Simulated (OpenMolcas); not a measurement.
Au2+ (d9) among equal point charges was computed by CASSCF with the d shell active (OpenMolcas, ANO-RCC-VTZP on the metal). Its lowest spin-free states, and all those of the highest spin:

```tsv
2S+1	Degeneracy	E (cm-1)
2	2	0.0
2	3	11471
```

Question: Is the site octahedral, tetrahedral or cube-like, axial, or of lower symmetry?

Answer: The states with 2S+1 = 2 have orbital degeneracies 2, 3. Threefold states need a cubic site. For d9 at this spin an octahedron puts the twofold E below the threefold T2 and a tetrahedron or cube puts the threefold T2 below the twofold E, so the site is octahedral. The first gap at this spin, 11500 cm-1, is |10Dq| in ligand-field theory. The run had Au2+ among 6 point charges of -1.7 e arranged as an octahedron (Oh), 1.91 Å from the ion. The active orbitals were held to one l.

An orbital doublet at a regular site is open to a Jahn-Teller distortion, which this geometry leaves out. Point charges carry no covalency, so the field is a model and not that of real ligands. No measured value stands beside these numbers.
